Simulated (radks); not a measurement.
Q: The mean radii <r> (bohr) of the occupied orbitals of an atom or ion are listed with their occupations. Calculated with a radial shooting solver on a logarithmic mesh with Libxc functionals: scalar-relativistic Kohn-Sham, SCAN, spin-unpolarised, spherical densities, finite nucleus; meta-GGA in the generalised Kohn-Sham scheme; Fermi nuclear charge, rms radius of each element as measured or else 0.836 A^(1/3) + 0.57 fm.

| orbital | occ. | <r> |
|---|---|---|
| 1s | 2 | 0.06961 |
| 2s | 2 | 0.3238 |
| 2p | 6 | 0.2894 |
| 3s | 2 | 0.9758 |
| 3p | 6 | 1.027 |

Name the element and its charge.

A: Z = 22, titanium, charge +4: Ti4+ in [Ar]. The 1s radius gives Z: for a bare nucleus <r> = (2 gamma + 1)/(2Z) with gamma = sqrt(1 - (Z/c)^2), 0.06759 bohr for Z = 22, and screening makes it slightly larger (0.06961 here). The occupations add up to 18, and the charge is Z minus that.
